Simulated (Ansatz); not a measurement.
## doublet Cu: levels of theory in one basis

A single Cu atom.

Basis set: STO-3G (spherical functions). Left uncorrelated: 5 orbitals. Correlation on ROHF uses semicanonical orbitals with singles. Charge 0, multiplicity 2.

Computed with Ansatz (development build ahead of 0.2.0); each method stands on the lowest determinant of its kind that the runs found.

```tsv
method	E − E(ROHF) (eV)	<S²> of the determinant
ROHF	0.00	0.75
UHF	-4.87	1.75
ROHF-MP2	-0.91	–
UHF-CCSD	-5.78	1.75
UHF-CCSD(T)	-5.82	1.75
```

Q: What does UHF-MP2 give on the same scale?

A: -5.32 eV.

Q: Is a single determinant a sound starting point here?

A: It is doubtful. Unrestricted orbitals lower Hartree–Fock by 4.87 eV and <S²> is 1.75 where a pure state has 0.75, a sign of strong static correlation.

Caution for ROHF, ROHF-MP2: an unrestricted determinant lies well below. Caution for UHF, UHF-MP2, UHF-CCSD, UHF-CCSD(T): the unrestricted determinant is a mixture of spin states. Caution for ROHF-MP2: other determinants can give a lower correlated total.
